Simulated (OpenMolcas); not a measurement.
# Ti2+ in a ligand field

Ti2+ with 6 ligands (fluoride) in trigonal antiprismatic coordination (D3d) at 2.17 Å, a polar angle of 61.3° against the regular 54.74°. A charge of +0.667 e stands 2.6 Å behind each ligand. Ligand basis ANO-RCC-VDZP.

| Property | Result |
| --- | --- |
| Program | OpenMolcas 26.06 |
| Method | SS-CASPT2, IPEA 0.25 Eh, imaginary shift 0.1 Eh (closed shells correlated: 3s 3p and the ligand valence shells) |
| Basis | ANO-RCC-VTZP [6s5p3d2f1g] |
| Scalar Hamiltonian | DKH2, point nucleus |
| Active space | 2 electrons in 5 orbitals (3d) |
| State averaging | 2S+1 = 3 even, 10 roots; 2S+1 = 1 even, 15 roots |
| Spin-orbit coupling | state interaction with AMFI integrals over the reference wave functions |

The lowest spin-free states (labels of D3, the rotations of D3d), above the lowest:

```tsv
State	Degeneracy	E (cm-1)	Free-ion L (%)
2S+1 = 3	3	0	F (95)
3E	2	7950	F (99)
2S+1 = 1	1	8090	D (51)
1E	2	8180	D (61)
2S+1 = 3	1	9020	F (100)
1E	2	9540	D (67)
3E	2	16550	P (91)
2S+1 = 3	1	17370	F (84)
2S+1 = 1	1	18550	G (57)
1E	2	18580	G (76)
2S+1 = 1	1	18800	G (80)
1E	2	21570	G (90)
2S+1 = 3	1	22450	P (83)
2S+1 = 1	1	22590	G (100)
1E	2	31310	G (62)
2S+1 = 1	1	43630	S (84)
```

The lowest levels with spin-orbit coupling:

```csv
E (cm-1),Degeneracy,2S+1,g
0,1,3,
9,2,3,0.00 0.00 0.97
41,2,3,0.00 0.00 2.02
170,1,3,
200,2,3,0.00 0.00 0.99
270,1,3,
7970,1,3 (74 %),
8020,2,3 (88 %),0.00 0.00 0.31
8050,1,3,
8060,2,3,0.00 0.00 3.92
8290,1,1 (74 %),
8310,2,1 (87 %),0.00 0.00 1.79
9130,2,3,0.00 0.00 3.90
9130,1,3,
9660,2,1,0.00 0.00 1.47
16590,1,3,
16600,1,3,
16650,2,3,0.00 0.00 1.72
16710,2,3,0.00 0.00 5.71
17470,2,3,0.00 0.00 4.08
```

Powder χT (cm3 K/mol): 0.0229 at 2 K, 0.0943 at 10 K, 0.343 at 50 K, 0.609 at 100 K, 0.938 at 200 K, 1.1 at 300 K. The effective moment at 300 K is 2.828 √(χT) = 2.97 μB.

The lowest level has 2S+1 = 3, for which the spin-only value is χT = S(S+1) / 2 = 1.000 cm3 K/mol (g = 2). The computed 1.104 at 300 K differs by +0.104, through orbital momentum, spin-orbit coupling and any other state in reach.

Roots that are degenerate in the reference are averaged as groups; the widest CASPT2 spread within a group is 570 cm-1 (the 3-fold group of multiplicity 3 near 0 cm-1 above the lowest state of its run). Shifts and gaps below about the spread of the groups concerned are not significant. Over all roots computed the reference weight is 0.70 to 0.71; a low but even weight reflects the number of correlated electrons. Ligand-to-metal charge-transfer states are missing. With no ligand orbital active B as a rule stays too high, so bands that hang on it stand too high and its fall with covalency is understated. With one d shell and no ligand orbital active, 10Dq can be off by tens of per cent for divalent 3d ions, low with halides held by bare charges and at times high in hosts. Free-ion shares, where given, are those of the reference states; single-state CASPT2 does not remix them. A group larger than the point group allows holds several states that coincide in this model. No measured value stands beside these numbers; the geometry was imposed, not optimised, and the real ion may take another.

The CASPT2 steps took 99 s on 1 thread of Arm Neoverse V1 (shared host); the integral step is not counted.

With an even number of electrons the g values are those of a degenerate or nearly degenerate non-Kramers pair.
